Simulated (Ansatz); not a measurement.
Sb₅As. Total charge 0; triplet. Geometry PBE-D4/def2-SVP, that of the charge +1 doublet; atoms count from 1.

```tsv
atom	x (Å)	y (Å)	z (Å)
As1	0.033	-1.774	2.402
Sb2	-0.303	-1.242	-0.333
Sb3	1.989	0.327	-1.043
Sb4	-0.359	1.817	-0.376
Sb5	-1.153	0.366	2.291
Sb6	-0.208	0.507	-2.940
```

In the def2 sets Sb takes a core potential; there is no spin–orbit coupling. The structure comes from a short search, and lower isomers may exist.

**Question.** Estimate the Mulliken populations from the PBE0/def2-TZVP orbitals of Ansatz.

**Answer.** 
```csv
atom,charge (e),spin (α − β)
As1,-0.25,0.90
Sb2,0.13,-0.03
Sb3,0.05,-0.07
Sb4,0.05,0.03
Sb5,0.05,0.29
Sb6,-0.02,0.87
```
Mulliken values depend strongly on the basis.

**Question.** Where does the spin sit?

**Answer.** Summed by element: As 0.90, Sb 1.10, of 2 unpaired in all. Largest on single atoms: As1 0.90, Sb6 0.87, Sb5 0.29.

**Question.** And the Mayer bond orders between heavy atoms (over 0.3)?

**Answer.** As1–Sb2 0.78 (2.81 Å); As1–Sb5 1.51 (2.45 Å); Sb2–Sb3 0.97 (2.87 Å); Sb2–Sb4 0.59 (3.06 Å); Sb2–Sb5 0.54 (3.19 Å); Sb2–Sb6 0.39 (3.14 Å); Sb3–Sb4 0.99 (2.86 Å); Sb3–Sb6 1.00 (2.91 Å); Sb4–Sb5 0.58 (3.14 Å); Sb4–Sb6 0.92 (2.88 Å).
